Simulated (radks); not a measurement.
Task: Valence configurations of Pb IV (all share [Xe]). All-electron calculation, scalar-relativistic Kohn-Sham, r2SCAN, spin-unpolarised, spherical densities, finite nucleus; meta-GGA in the generalised Kohn-Sham scheme; Fermi nuclear charge, rms radius 5.5012 fm. Program: a radial shooting solver on a logarithmic mesh with Libxc functionals. Order these by energy: 4f14 5d10 6s1; 4f13 5d10 6s2; 4f14 5d9 6p2; 4f12 5d10 6s2 6p1; 4f13 5d10 6s1 6p1; 4f13.5 5d10 6s1.5; 4f14 5d8 6s2 6p1; 4f14 5d10 6s0.5 6p0.5; 4f14 5d10 6p1; 4f12.5 5d9.5 6s2 6p1.

Result: From the lowest, in eV above it: 4f14 5d10 6s1 0.000; 4f14 5d10 6s0.5 6p0.5 5.922; 4f14 5d10 6p1 11.817; 4f14 5d9 6p2 38.374; 4f14 5d8 6s2 6p1 41.558; 4f13.5 5d10 6s1.5 64.928; 4f13 5d10 6s2 133.89; 4f13 5d10 6s1 6p1 146.55; 4f12.5 5d9.5 6s2 6p1 229.35; 4f12 5d10 6s2 6p1 297.80. NIST lists [Xe] 4f14 5d10 6s1 as the ground configuration; this level of theory agrees among the configurations tried. The energies are those of spherical spin-averaged densities, not of single terms.
